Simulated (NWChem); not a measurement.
System meant: PbH2O, singlet; SMILES [PbH][OH]

NWChem input:

```
start job
memory heap 200 mb stack 900 mb global 1100 mb
geometry units angstroms noautoz
  Pb     0.067343    -0.196899     0.000000
  H     -1.836332    -0.298316     0.000000
  O      0.108320     1.943294     0.000000
  H     -0.809738     2.279798     0.000000
end
basis spherical
  Pb library def2-svp
  H library def2-svp
  O library def2-svp
end
dft
  xc pbe0
  iterations 150
  mulliken
end
task dft energy
```

End of the output:

```
          Convergence Information
          -----------------------
          Convergence aids based upon iterative change in
          total energy or number of iterations.
          Levelshifting, if invoked, occurs when the
          HOMO/LUMO gap drops below (HL_TOL):  1.00D-02
          DIIS, if invoked, will attempt to extrapolate
          using up to (NFOCK): 10 stored Fock matrices.

                    Damping( 0%)  Levelshifting(0.5)       DIIS
                  --------------- ------------------- ---------------
          dE  on:    start            ASAP                start
          dE off:    2 iters        150 iters           150 iters

      Screening Tolerance Information
      -------------------------------
          Density screening/tol_rho:  1.00D-10
          AO Gaussian exp screening on grid/accAOfunc:  14
          CD Gaussian exp screening on grid/accCDfunc:  20
          XC Gaussian exp screening on grid/accXCfunc:  20
          Schwarz screening/accCoul:  1.00D-08

      Superposition of Atomic Density Guess
      -------------------------------------

      charge =      82.0 Pb (Lead)

      symmetry species            s     p     d     f
      number of basis functions =10     7     6     0
      number of cont. functions = 4     4     2     0
      number of closed shells   = 6     4     3     1
      number of open shells     = 0     1     0     0
      open shell occupation     = 0     2     0     0
 ------------------------------------------------------------------------
 atomscf:atomd: error in atom scf                   0
 ------------------------------------------------------------------------
 ------------------------------------------------------------------------
  current input line :
    19: task dft energy
 ------------------------------------------------------------------------
 ------------------------------------------------------------------------
 This error has not yet been assigned to a category
 ------------------------------------------------------------------------
 For more information see the NWChem manual at https://nwchemgit.github.io

0:atomscf:atomd: error in atom scf:Received an Error in Communication
```

Problem. Can this run be used? If not, why, and what is the fix?

Solution. The run crashed. Cause: the def2 basis of a heavy element holds valence functions alone and wants its effective core potential (without it all electrons must fit into that basis). This input runs:
```
start job
memory heap 200 mb stack 900 mb global 1100 mb
geometry units angstroms noautoz
  Pb     0.067343    -0.196899     0.000000
  H     -1.836332    -0.298316     0.000000
  O      0.108320     1.943294     0.000000
  H     -0.809738     2.279798     0.000000
end
basis spherical
  Pb library def2-svp
  H library def2-svp
  O library def2-svp
end
ecp
  Pb library def2-ecp
end
dft
  xc pbe0
  iterations 150
  mulliken
end
task dft energy
```
It converges to -269.13652 Ha (PBE0/def2-SVP with def2 effective core potentials on Pb).
